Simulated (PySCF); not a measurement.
Computed with PBE0/[Mn def2-TZVP, H def2-TZVP], no relativity, density fitting, PySCF. Open shells, if any, are unrestricted.

Question: What spin state, shape and geometry does isolated MnH₂ take (every ligand bound to Mn)?

Answer: Formally Mn is in oxidation state +2, d5, with 5 unpaired electrons (the high-spin count). The Mulliken spin on Mn is 5.25. The polar-tensor charge on Mn, 0.91, is far below the formal one. The lowest minimum found is a sextet of D∞h symmetry with Mn–H 1.692 Å (×2); H–Mn–H 180.0°. Its harmonic wavenumbers are 320 (πu), 1624 (σu+), 1692 (σg+) cm⁻¹ and its dipole moment is 0.00 D.

Only a few start shapes were tried, so a lower isomer may exist. Other spin states or occupations of the open shell can lie lower.
